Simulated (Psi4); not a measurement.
HClO, singlet, at a GFN2-xTB geometry, atoms displaced at random by about 0.08 Å a coordinate; Psi4 with B3LYP/STO-3G, gradient.

The Psi4 input:
```
memory 2 GB

molecule mol {
0 1
  O    -0.064555    1.290137    0.037697
  H    -0.998682    1.293255   -0.120810
  Cl    0.096630   -0.412130   -0.145522
symmetry c1
no_reorient
no_com
}

set basis sto-3g
set reference rks

gradient('b3lyp')
print_variables()
```

The log (banner, timings and long lists left out):

```
gradient() will perform analytic gradient computation.

   => Loading Basis Set <=

    Name: STO-3G
    Role: ORBITAL
    Keyword: BASIS

         ---------------------------------------------------------
                                   SCF
               by Justin Turney, Rob Parrish, Andy Simmonett
                          and Daniel G. A. Smith
                              RKS Reference
         ---------------------------------------------------------

  ==> Geometry <==

    Molecular point group: c1
    Full point group: C1

    Geometry (in Angstrom), charge = 0, multiplicity = 1:

       Center              X                  Y                   Z               Mass
    ------------   -----------------  -----------------  -----------------  -----------------
         O           -0.064555000000     1.290137000000     0.037697000000    15.994914619570
         H           -0.998682000000     1.293255000000    -0.120810000000     1.007825032230
         CL           0.096630000000    -0.412130000000    -0.145522000000    34.968852682000

  Running in c1 symmetry.

  Rotational constants: A =     11.47420  B =      0.47493  C =      0.46978 [cm^-1]
  Rotational constants: A = 343987.72786  B =  14238.04125  C =  14083.59812 [MHz]
  Nuclear repulsion =   50.756153232851183

  Charge       = 0
  Multiplicity = 1
  Electrons    = 26
  Nalpha       = 13
  Nbeta        = 13

  ==> Algorithm <==

  SCF Algorithm Type is DF.
  DIIS enabled.
  MOM disabled.
  Fractional occupation disabled.
  Guess Type is SAD.
  Energy threshold   = 1.00e-08
  Density threshold  = 1.00e-08
  Integral threshold = 1.00e-12

  ==> Primary Basis <==

  Basis Set: STO-3G
    Blend: STO-3G
    Number of shells: 9
    Number of basis functions: 15
    Number of Cartesian functions: 15
    Spherical Harmonics?: true
    Max angular momentum: 1

  ==> DFT Potential <==

   => LibXC <=

    Version 7.1.2
    S. Lehtola, C. Steigemann, M. J. T. Oliveira, and M. A. L. Marques,  SoftwareX 7, 1–5 (2018) (10.1016/j.softx.2017.11.002)

   => Composite Functional: B3LYP <=

    B3LYP Hyb-GGA Exchange-Correlation Functional

    P. J. Stephens, F. J. Devlin, C. F. Chabalowski, and M. J. Frisch,  J. Phys. Chem. 98, 11623 (1994) (10.1021/j100096a001)

    Deriv               =              1
    GGA                 =           TRUE
    Meta                =          FALSE

    Exchange Hybrid     =           TRUE
    MP2 Hybrid          =          FALSE

   => Exchange Functionals <=

[...]
  @DF-RKS Final Energy:  -529.87391917621608
    Total Energy =                       -529.8739191762160772
[...]
    Integrals threads:           1
    Schwarz Cutoff:          1E-12
    Fitting Condition:       1E-10

   => Auxiliary Basis Set <=

  Basis Set: (STO-3G AUX)
    Blend: DEF2-UNIVERSAL-JKFIT
    Number of shells: 69
    Number of basis functions: 223
    Number of Cartesian functions: 268
    Spherical Harmonics?: true
    Max angular momentum: 4

  ==> DFT Potential <==

   => LibXC <=

    Version 7.1.2
    S. Lehtola, C. Steigemann, M. J. T. Oliveira, and M. A. L. Marques,  SoftwareX 7, 1–5 (2018) (10.1016/j.softx.2017.11.002)

   => Composite Functional: B3LYP <=

    B3LYP Hyb-GGA Exchange-Correlation Functional

    P. J. Stephens, F. J. Devlin, C. F. Chabalowski, and M. J. Frisch,  J. Phys. Chem. 98, 11623 (1994) (10.1021/j100096a001)

    Deriv               =              1
    GGA                 =           TRUE
    Meta                =          FALSE

    Exchange Hybrid     =           TRUE
    MP2 Hybrid          =          FALSE

   => Exchange Functionals <=

    0.0800   Slater exchange
    0.7200         Becke 88

   => Exact (HF) Exchange <=

    0.2000               HF

   => Correlation Functionals <=

    0.1900   Vosko, Wilk & Nusair (VWN5_RPA)
    0.8100   Lee, Yang & Parr

   => LibXC Density Thresholds  <==

    XC_HYB_GGA_XC_B3LYP:  1.00E-15

   => Molecular Quadrature <=

    Radial Scheme          =       TREUTLER
    Pruning Scheme         =           NONE
    Nuclear Scheme         =       TREUTLER

    Blocking Scheme        =         OCTREE
    BS radius alpha        =              1
    Pruning alpha          =              1
    Radial Points          =             75
    Spherical Points       =            302
    Total Points           =          63052
    Total Blocks           =            540
    Max Points             =            255
    Max Functions          =             15
    Weights Tolerance      =       1.00E-15

  -Total Gradient:
     Atom            X                  Y                   Z
    ------   -----------------  -----------------  -----------------
       1       -0.091309451369    -0.045597794568    -0.021173732805
       2        0.104464105497    -0.014028792372     0.016033196342
       3       -0.013152333368     0.059619388541     0.005140040500

  Variable Map:
  ----------------------------------------------------------------------------
[...]
  Array Variable Map:
  ----------------------------------------------------------------------------
[...]
[...]
```
